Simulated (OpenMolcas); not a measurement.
Computed transition rates of Sb3+

```
Program             : OpenMolcas
Method              : MS-RASPT2, IPEA 0.25 Eh, imaginary shift 0.1 Eh (closed shells correlated: 4d)
Basis               : ANO-RCC [10s9p8d5f3g]
Scalar Hamiltonian  : DKH2, point nucleus
Active space        : 2 electrons in 9 orbitals (RAS2 5s 5p; RAS3 5d, at most 2 electrons)
State averaging     : 2S+1 = 3 even, 3 roots; 2S+1 = 1 even, 7 roots; 2S+1 = 3 odd, 3 roots; 2S+1 = 1 odd, 3 roots
Spin-orbit coupling : RASSI with atomic mean-field integrals over the reference wave functions, term energies averaged over their components
```

Rates come from the transition moments of the reference wave functions (E1 and E2 in the length form). At fixed line strength A goes as λ^-3 for E1 and M1 and as λ^-5 for E2, so a rate at the computed wavelength can be rescaled to the measured one. Measured vacuum wavelengths follow from level energies in Moore, Atomic Energy Levels, vol. III, NSRDS-NBS 35 (1971 reprint of NBS Circular 467, 1958). Branching counts decays inside the model space alone, at computed energies, and the table is only a selection of the E1 lines, drawn from those between levels with measured partners whose computed energy lies within a factor of 1.5 of the measured one.

```
         Upper       Lower  Type  λ computed (nm)  λ measured (nm)  A computed (s-1)  A rescaled (s-1)  Branching %
       5p² ³P₀  5s 5p ³P°₁    E1            116.7            117.1          3.48e+09          3.44e+09         99.6
       5p² ³P₁  5s 5p ³P°₂    E1            118.7            119.3          1.39e+09          1.37e+09         36.8
       5p² ³P₁  5s 5p ³P°₁    E1            112.1            111.5          9.81e+08          9.97e+08         25.9
5p² ¹D₂ [75 %]  5s 5p ³P°₂    E1            118.9            119.9          6.26e+08                           58.7
5p² ¹D₂ [75 %]  5s 5p ³P°₁    E1            112.3              112          3.22e+08                           30.1
5p² ¹D₂ [75 %]  5s 5p ¹P°₁    E1            162.6            166.7          1.19e+08          1.10e+08         11.2
```

Spin-changing lines and M1 lines between different terms are not rescaled, since their strength hangs on the term gaps too.

The largest correction is for 5p² ¹D₂ [75 %] → 5s 5p ¹P°₁ (E1): 1.19e+08 × (162.6 / 166.7)^3 = 1.10e+08 s-1, a factor of 0.93.

The computed rate and branching of 5p² ³P₀ → 5s 5p ³P°₁ give the upper level a radiative lifetime of 0.996 / 3.48e+09 s-1 = 2.86e-10 s, counting decays inside the model space alone. The rescaled rate gives about 2.9e-10 s.

No measured rate stands beside these. Rescaling mends the energy factor alone: line strengths can still be far off where a level mixes with configurations outside the active space, and weak or spin-changing lines hang on small mixing coefficients that depend on the term gaps too, so rescaling need not improve them.

CASPT2 does not keep the components of a term degenerate, so their means are used; among the terms shown or strongly mixed into the levels shown the widest spread is 40 cm-1 (5p² ¹D). Active for correlation alone: 5d; no level in the range computed is led by a configuration that fills it, so any true level of that kind is missing. Some terms mix strongly with configurations of 5d, whose occupation reaches 0.29 (5p² ¹D). Computed and measured levels are paired by configuration, term and J; levels that our copy of the source lacks, or whose pairing is in doubt (as where it misses far off the trend of its configuration), stay unpaired. Only configurations of the active space appear.

A share in square brackets marks a mixed level and gives the weight of the term that names it. ° marks odd parity.
